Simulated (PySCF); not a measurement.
# Electronic structure of Be⁺ (beryllium, charge +1) at the TPSS level

Configuration: [He] 2s1, 2S determinant. Calculation: PySCF 2.14, in Sapporo-DZP-2012; the spin-free X2C one-electron Hamiltonian (Gaussian nucleus).

| Item | Value |
| --- | --- |
| Total energy | -14.3377 hartree |
| One-electron energy | -17.6061 hartree |
| Hartree (Coulomb) energy | 5.8352 hartree |
| Exchange-correlation energy | -2.5668 hartree |
| ⟨S²⟩ | 0.7500 |
| ⟨L²⟩ | 0.000 |
| Sum of ⟨r⟩ | 3.101 bohr |
| Sum of ⟨r²⟩ | 6.472 bohr² |
| Langevin diamagnetic susceptibility | -5.13 ×10⁻⁶ cm³/mol |
| Time after the integrals | 0.04 s of wall time on 1 thread of Intel(R) Xeon(R) 6975P-C (shared host) |

```
shell  electrons  mean orbital energy (hartree)  rms radius, mean of both spins (bohr)
 1s α          1                       -4.39044                                  0.485
 1s β          1                       -4.37357                                  0.485
 2s α          1                       -0.53391                                   2.45
```
